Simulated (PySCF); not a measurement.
AlP (SMILES [Al]=[P]), triplet, at a GFN2-xTB geometry (such geometries of metal compounds can be far from the true shape), with bond 2-1 at 1.3 times its length.

Here is a job for PySCF.
```python
from pyscf import gto, scf, dft

mol = gto.M(
    atom='''
Al   -0.000000   -0.000000   -1.178556
P     0.000000    0.000000    1.681406
''',
    basis='def2-svp',
    charge=0,
    spin=2,
    verbose=4,
)

mf = dft.UKS(mol)
mf.xc = 'tpss'
mf.kernel()
mf.analyze()
```

Problem. Estimate the <S^2> that TPSS/def2-SVP (PySCF) returns for this input.

Solution. 2.012

Problem. What is the computed dipole moment (TPSS/def2-SVP)?

Solution. 2.21 D

Problem. Predict the number of basis functions from TPSS/def2-SVP.

Solution. 36

Problem. What HOMO energy does TPSS/def2-SVP give?

Solution. -4.59 eV

Problem. What is the computed nuclear repulsion energy (TPSS/def2-SVP)?

Solution. 36.0807 Eh

These values belong to the state on which the SCF converged, which isn't shown to be the lowest.
